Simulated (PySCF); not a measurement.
**Relaxation of singlet YH₂⁺**

Level of theory: PBE0 in PySCF with Y def2-TZVP with ECP28, H def2-TZVP; scalar-relativistic core potentials, no spin–orbit coupling; density-fitted integrals. A (50,194) grid was used.

A start displaced from a saddle point along its imaginary mode, of C2v symmetry, held to at least that symmetry:

```xyz
3
charge 1 multiplicity 1, angstrom
Y     0.0005    0.0027    0.0000
H    -0.0223   -0.1179    1.9958
H    -0.0223   -0.1179   -1.9958
```

(1) What forces act on the atoms at the start (eV/Å)?

(2) What does it relax to?

(3) How much energy is released, and in how many steps?

## Answers

(1) 
```json
{"atom": "Y1", "Fx": "0.17", "Fy": "0.88", "Fz": "0.00"}
{"atom": "H2", "Fx": "-0.08", "Fy": "-0.44", "Fz": "-0.12"}
{"atom": "H3", "Fx": "-0.08", "Fy": "-0.44", "Fz": "0.12"}
```

(2) It ends at C2v with Y–H 1.882 Å (×2); H–Y–H 106.9°. A frequency run shows a minimum.

(3) 120.5 kJ/mol in 8 steps.

The relaxation took about 12 core-seconds on a shared host.
